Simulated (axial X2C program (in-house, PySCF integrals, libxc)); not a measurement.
Bond lengths and stretching modes, held linear, of MoCN⁻

Calculated with an axial X2C code built on PySCF integrals: two-component X2C with atomic mean-field Coulomb and Gaunt terms, Gaussian nuclei, basis Mo dyall-v3z, C dyall-v3z, N dyall-av3z with contracted cores. Spin-free rows use the one-electron spin-free X2C Hamiltonian.

Masses Mo 97.905, C 12.000, N 14.003 u. States: 2c Ω = 3 (beyond evenly filled blocks: ω = 1/2, ω = 5/2); spin-free M_S = 3, Λ = 0 (beyond evenly filled blocks: 2 × σα, π+α, π-α, δ+α, δ-α).

PBE0, spin-free: energies above the lowest point

```csv
r(Mo–C) (Å),r(C–N) (Å),E (meV)
2.1694,1.1368,60.26
2.1694,1.1660,10.57
2.1694,1.1951,55.72
2.2250,1.1368,47.29
2.2250,1.1660,0.00
2.2250,1.1951,47.76
2.2250,1.2243,174.06
2.2806,1.1368,55.35
2.2806,1.1660,9.78
2.2806,1.1951,59.43
2.3363,1.1660,35.13
2.3363,1.2243,215.92
```

Question: Fit a quadratic surface with cubic terms in each bond: where is the minimum, and what are the two stretching wavenumbers?

Answer: At PBE0, spin-free: bonds 2.224 and 1.165 Å; harmonic stretches 293.6 and 2179.1 cm⁻¹; force constants 1.05, 18 and coupling 0.19 mdyn/Å.

The other levels and Hamiltonians give:

| Hamiltonian | level | r(Mo–C) (Å) | r(C–N) (Å) | lower stretch (cm⁻¹) | upper stretch (cm⁻¹) |
| --- | --- | --- | --- | --- | --- |
| 2c | PBE0 | 2.224 | 1.165 | 293.1 | 2179.2 |
| 2c | HF | 2.454 | 1.140 | 64.3 | 2356.5 |
| 2c | PBE | 2.191 | 1.180 | 300.9 | 2064.5 |
| spin-free | HF | 2.446 | 1.140 | 86.2 | 2355.9 |
| spin-free | PBE | 2.190 | 1.180 | 301.4 | 2064.5 |

Each state is one determinant, the lowest of a limited PBE0 search; the stretches come from a fit to these few points and carry an uncertainty of a few per cent. Other orders of the atoms were not compared. Left out for rough or failed fits: MP2 2c, MP2 spin-free. The levels spread by more than a fifth, so the stretches depend strongly on the method. For an anion the highest level of a functional can be positive, and the basis then holds the extra electron. The molecule was held linear; bending was not examined, so a bent shape may lie lower. Open-shell Ω = 0 determinants with evenly filled partner blocks cannot be reached by this program, so the Ω shown need not be the lowest component. Note: several unpaired electrons, one determinant need not be a pure state.
